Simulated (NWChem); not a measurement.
Species: BeHOI; SMILES [OH][Be][I]

```xyz
4

Be     0.0258     1.5696     0.0000
I     -0.0332    -0.6127     0.0000
O      0.0931     2.9749     0.0000
H     -0.3444     3.8306     0.0000
```
Atoms are numbered in this order, from 1.

Level: PBE-D3(BJ)/def2-SVP with def2 effective core potentials on I (NWChem), optimised geometry, unscaled harmonic frequencies. def2 effective core potentials on I; no spin-orbit coupling.

```json
[
 {"frequency (cm⁻¹)": "175", "IR intensity (km/mol)": "155.4"},
 {"frequency (cm⁻¹)": "250", "IR intensity (km/mol)": "23.5"},
 {"frequency (cm⁻¹)": "269", "IR intensity (km/mol)": "93.6"},
 {"frequency (cm⁻¹)": "367", "IR intensity (km/mol)": "11.2"},
 {"frequency (cm⁻¹)": "1391", "IR intensity (km/mol)": "344.1"},
 {"frequency (cm⁻¹)": "3962", "IR intensity (km/mol)": "296.4"}
]
```

- zero-point energy = 9.2 kcal/mol
- thermal correction to the enthalpy at 298.15 K (with zero-point energy) = 12.7 kcal/mol
- heat capacity Cv = 13.0 cal/(mol K)
- entropy at 298.15 K and 1 atm (symmetry number 1) = 68.5 cal/(mol K)

Rigid rotor and harmonic oscillator.
